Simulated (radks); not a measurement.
Results of a calculation; reference values are marked as such.
Problem. These are the eigenvalues of the occupied orbitals of an atom or ion with whole-number occupations (hartree). Code: a radial shooting solver on a logarithmic mesh with Libxc functionals. Model: scalar-relativistic Kohn-Sham, exchange-only PBE, spin-polarised, spherical densities, finite nucleus; Fermi nuclear charge, rms radius of each element as measured or else 0.836 A^(1/3) + 0.57 fm.

orbital  eigenvalue
1s up     -1113.643
1s down   -1113.641
2s up     -169.4235
2s down   -169.4229
2p up     -152.1052
2p down   -152.1037
3s up     -33.16731
3s down   -33.16554
3p up     -27.52215
3p down   -27.52012
3d up     -18.90535
3d down   -18.90352
4s up      -5.41787
4s down    -5.41352
4p up      -3.69006
4p down    -3.68522
4d up      -1.18631
4d down    -1.17492
5s up      -0.46832
5s down    -0.38588
5p up      -0.17992

Which element is it, and in what charge state? The configuration may be excited. Open shells, if any, are filled with parallel spins first.

Solution. Z = 51, antimony, charge 0: Sb in [Kr] 4d10 5s2 5p3. The list shows which subshells hold electrons but not how many an open one holds; the 1s level, -1113.6 hartree, gives Z - s = 47.2 by -(Z - s)^2/2, which with screening and relativity narrows Z to a few neighbours, and the depths of the outer levels then fix element, charge and occupations together.
